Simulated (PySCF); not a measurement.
H₂O₂Zn, singlet, at a GFN2-xTB geometry (such geometries of metal compounds can be far from the true shape) (in this run its highest filled SCF level lies above zero, so its values depend strongly on the basis, on diffuse functions most of all), with bond 5-4 at 1.6 times its length; R2SCAN/STO-3G run with PySCF.

PySCF was given this input:
```python
from pyscf import gto, scf, dft

mol = gto.Mole()
mol.atom = '''
    Zn   -0.00043581    0.16948187    0.03107190
    O     1.25323209   -0.15772531   -1.08183775
    H     1.82660149    0.51561231   -1.44172741
    O    -1.25144443   -0.53747576    0.95438330
    H    -2.17365886    0.26094976    1.87409962
'''
mol.basis = 'sto-3g'
mol.verbose = 4
mol.build()

mf = dft.RKS(mol)
mf.xc = 'r2scan'
mf = mf.newton()
mf.kernel()
```

### Question
Predict the main parts of the log of this PySCF run.

### Answer

```
PySCF version 2.14.0

[INPUT] verbose = 4
[INPUT] num. atoms = 5
[INPUT] num. electrons = 48
[INPUT] charge = 0
[INPUT] spin (= nelec alpha-beta = 2S) = 0
[INPUT] symmetry False subgroup None
[INPUT] Mole.unit = angstrom
[INPUT] Symbol           X                Y                Z      unit          X                Y                Z       unit  Magmom
[INPUT]  1 Zn    -0.000435810000   0.169481870000   0.031071900000 AA   -0.000823561542   0.320274317379   0.058717381170 Bohr   0.0
[INPUT]  2 O      1.253232090000  -0.157725310000  -1.081837750000 AA    2.368265420616  -0.298057638812  -2.044377058716 Bohr   0.0
[INPUT]  3 H      1.826601490000   0.515612310000  -1.441727410000 AA    3.451776554822   0.974366052354  -2.724469951179 Bohr   0.0
[INPUT]  4 O     -1.251444430000  -0.537475760000   0.954383300000 AA   -2.364887232812  -1.015681984992   1.803523054859 Bohr   0.0
[INPUT]  5 H     -2.173658860000   0.260949760000   1.874099620000 AA   -4.107619933634   0.493123578671   3.541535011951 Bohr   0.0

nuclear repulsion = 180.680360260829
number of shells = 16
number of NR pGTOs = 90
number of NR cGTOs = 30
basis = sto-3g
ecp = {}

******** <class 'pyscf.soscf.newton_ah.SecondOrderRKS'> ********
method = SecondOrderRKS
initial guess = minao
damping factor = 0
level_shift factor = 0
DIIS = <class 'pyscf.scf.diis.CDIIS'>
diis_start_cycle = 1
diis_space = 8
diis_damp = 0
SCF conv_tol = 1e-09
SCF conv_tol_grad = None
SCF max_cycles = 50
direct_scf = True
direct_scf_tol = 1e-13
XC library pyscf.dft.libxc version 7.1.2
    S. Lehtola, C. Steigemann, M. J. T. Oliveira, and M. A. L. Marques,  SoftwareX 7, 1–5 (2018)
XC functionals = r2scan
    J. W. Furness, A. D. Kaplan, J. Ning, J. P. Perdew, and J. Sun,  J. Phys. Chem. Lett. 11, 8208–8215 (2020)
    J. W. Furness, A. D. Kaplan, J. Ning, J. P. Perdew, and J. Sun,  J. Phys. Chem. Lett. 11, 9248–9248 (2020)
    J. W. Furness, A. D. Kaplan, J. Ning, J. P. Perdew, and J. Sun,  J. Phys. Chem. Lett. 11, 8208–8215 (2020)
    J. W. Furness, A. D. Kaplan, J. Ning, J. P. Perdew, and J. Sun,  J. Phys. Chem. Lett. 11, 9248–9248 (2020)
radial grids:
    Treutler-Ahlrichs [JCP 102, 346 (1995); DOI:10.1063/1.469408] (M4) radial grids

becke partition: Becke, JCP 88, 2547 (1988); DOI:10.1063/1.454033
pruning grids: <function nwchem_prune>
grids dens level: 3
symmetrized grids: False
atomic radii adjust function: <function treutler_atomic_radii_adjust>
small_rho_cutoff = 0
******** <class 'pyscf.dft.rks.RKS'> Newton solver flags ********
SCF tol = 1e-09
conv_tol_grad = None
max. SCF cycles = 50
direct_scf = True
direct_scf_tol = 1e-13
max_cycle_inner = 12
max_stepsize = 0.05
ah_start_tol = 1e+09
ah_level_shift = 0
ah_conv_tol = 1e-12
ah_lindep = 1e-14
ah_start_cycle = 1
ah_max_cycle = 40
ah_grad_trust_region = 2.5
kf_interval = 4
kf_trust_region = 5
canonicalization = True
Set conv_tol_grad to 3.16228e-05
Initial guess from minao.
tot grids = 68424
  HOMO = -0.00499695044429072  LUMO = 0.0227183934701704  gap/eV = 0.75417
Initial guess E= -1889.42323767086  |g|= 5.88315
macro= 0  E= -1898.91623741402  delta_E= -9.493  |g|= 5.74558  3 KF 15 JK
macro= 1  E= -1904.04045600131  delta_E= -5.12422  |g|= 4.99046  2 KF 14 JK
macro= 2  E= -1906.33899739947  delta_E= -2.29854  |g|= 2.08089  3 KF 15 JK
macro= 3  E= -1907.11061225502  delta_E= -0.771615  |g|= 0.93355  3 KF 15 JK
macro= 4  E= -1907.72316715691  delta_E= -0.612555  |g|= 0.540197  3 KF 16 JK
macro= 5  E= -1908.09731739531  delta_E= -0.37415  |g|= 0.268207  3 KF 17 JK
macro= 6  E= -1908.13250681463  delta_E= -0.0351894  |g|= 0.154172  2 KF 8 JK
macro= 7  E= -1908.13977493087  delta_E= -0.00726812  |g|= 0.0219517  3 KF 11 JK
macro= 8  E= -1908.1410102821  delta_E= -0.00123535  |g|= 0.0273091  2 KF 8 JK
macro= 9  E= -1908.14232253653  delta_E= -0.00131225  |g|= 0.0116247  3 KF 11 JK
macro= 10  E= -1908.14282177383  delta_E= -0.000499237  |g|= 0.0226801  2 KF 8 JK
macro= 11  E= -1908.14310527956  delta_E= -0.000283506  |g|= 0.0131055  2 KF 8 JK
macro= 12  E= -1908.14336627181  delta_E= -0.000260992  |g|= 0.00395601  3 KF 11 JK
macro= 13  E= -1908.14340236074  delta_E= -3.60889e-05  |g|= 0.00346401  2 KF 10 JK
macro= 14  E= -1908.14340990883  delta_E= -7.54808e-06  |g|= 0.000552615  3 KF 14 JK
macro= 15  E= -1908.14341007057  delta_E= -1.61741e-07  |g|= 5.51216e-05  2 KF 13 JK
macro= 16  E= -1908.14341007057  delta_E= -3.18323e-12  |g|= 1.19383e-05  1 KF 2 JK
Canonicalize SCF orbitals
macro X = 17  E=-1908.14341007057  |g|= 1.19383e-05  total 43 KF 214 JK
converged SCF energy = -1908.14341007057
```
